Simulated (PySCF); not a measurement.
# Correlation energy of Ru³⁺ (ruthenium, charge +3)

[Kr] 4d5, high-spin 6S determinant. Computed with PySCF 2.14 in def2-TZVPPD with the def2 core potential (28 electrons) (6s4p3d2f1g, 56 functions), with scalar relativity through the core potential. Frozen: nothing; 13 electrons correlated.

MP2 pair energies summed by pair of shells (mhartree):

```json
{"pair": "4p-4d", "energy": "-157.16", "share (%)": "46.2"}
{"pair": "4p-4p", "energy": "-72.18", "share (%)": "21.2"}
{"pair": "4d-4d", "energy": "-59.28", "share (%)": "17.4"}
{"pair": "4s-4p", "energy": "-29.02", "share (%)": "8.5"}
{"pair": "4s-4d", "energy": "-18.50", "share (%)": "5.4"}
{"pair": "4s-4s", "energy": "-4.31", "share (%)": "1.3"}
```

Total MP2 correlation energy: -340.46 mhartree.

Same-spin part -116.72 and opposite-spin part -223.74 mhartree; SCS-MP2 scales them by 1/3 and 6/5 to -307.40 mhartree.

The basis has no tight functions for the innermost shells, so their pair energies are far from complete.

This basis was not built for core-valence correlation, so the inner-shell part is incomplete.
